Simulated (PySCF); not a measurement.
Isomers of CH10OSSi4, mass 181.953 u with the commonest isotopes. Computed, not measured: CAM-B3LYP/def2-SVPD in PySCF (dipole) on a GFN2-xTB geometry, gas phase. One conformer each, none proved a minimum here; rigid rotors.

**Question.** Order these by rotational constant C, smallest first.
A. `[OH:1][SiH2:2][Si@:3]1([SiH3:4])[SiH2:5][CH2:6][S:7]1` with H–O1–Si2–Si3 180°, O1–Si2–Si3–Si4 50°
B. `[SiH3:1][O:2][SiH2:3][Si@@H:4]1[CH2:5][SiH2:6][S:7]1` with Si1–O2–Si3–Si4 -173°, O2–Si3–Si4–C5 -88°
C. `[CH3:1][Si@@H:2]1[S:3][SiH2:4][Si@H:5]1[O:6][SiH3:7]` with Si4–Si5–O6–Si7 54°, C1–Si2–S3–Si4 -127°, Si2–S3–Si4–Si5 7°, S3–Si4–Si5–O6 -123°, C1–Si2–Si5–Si4 118°

**Answer.** B (386.7 MHz), C (516.9 MHz), A (630.6 MHz).

**Question.** Order these by rotational constant B, largest first.
A. `[SiH3:1][O:2][SiH2:3][Si@@H:4]1[CH2:5][SiH2:6][S:7]1` with Si1–O2–Si3–Si4 -173°, O2–Si3–Si4–C5 -88°
B. `[CH3:1][Si@@H:2]1[S:3][SiH2:4][Si@H:5]1[O:6][SiH3:7]` with Si4–Si5–O6–Si7 54°, C1–Si2–S3–Si4 -127°, Si2–S3–Si4–Si5 7°, S3–Si4–Si5–O6 -123°, C1–Si2–Si5–Si4 118°
C. `[OH:1][SiH2:2][Si@:3]1([SiH3:4])[SiH2:5][CH2:6][S:7]1` with H–O1–Si2–Si3 180°, O1–Si2–Si3–Si4 50°

**Answer.** C (732.0 MHz), B (646.4 MHz), A (415.1 MHz).

**Question.** Order these by radius of gyration √(Σ m r²/M), smallest first.
A. `[SiH3:1][O:2][SiH2:3][Si@@H:4]1[CH2:5][SiH2:6][S:7]1` with Si1–O2–Si3–Si4 -173°, O2–Si3–Si4–C5 -88°
B. `[OH:1][SiH2:2][Si@:3]1([SiH3:4])[SiH2:5][CH2:6][S:7]1` with H–O1–Si2–Si3 180°, O1–Si2–Si3–Si4 50°
C. `[CH3:1][Si@@H:2]1[S:3][SiH2:4][Si@H:5]1[O:6][SiH3:7]` with Si4–Si5–O6–Si7 54°, C1–Si2–S3–Si4 -127°, Si2–S3–Si4–Si5 7°, S3–Si4–Si5–O6 -123°, C1–Si2–Si5–Si4 118°

**Answer.** B (2.299 Å), C (2.406 Å), A (2.725 Å).

| SMILES | point group | Ia (u·Å²) | Ib (u·Å²) | Ic (u·Å²) | κ | μa (D) | μb (D) | μc (D) |
| --- | --- | --- | --- | --- | --- | --- | --- | --- |
| C[Si@@H]1S[SiH2][Si@H]1O[SiH3] | C1 | 347.72 | 781.81 | 977.72 | -0.72 | 1.74 | 1.26 | 0.79 |
| O[SiH2][Si@]1([SiH3])[SiH2]CS1 | C1 | 431.89 | 690.42 | 801.42 | -0.62 | 1.24 | 1.12 | 1.42 |
| [SiH3]O[SiH2][Si@@H]1C[SiH2]S1 | C1 | 178.14 | 1217.36 | 1306.79 | -0.98 | 1.57 | 1.90 | 0.44 |
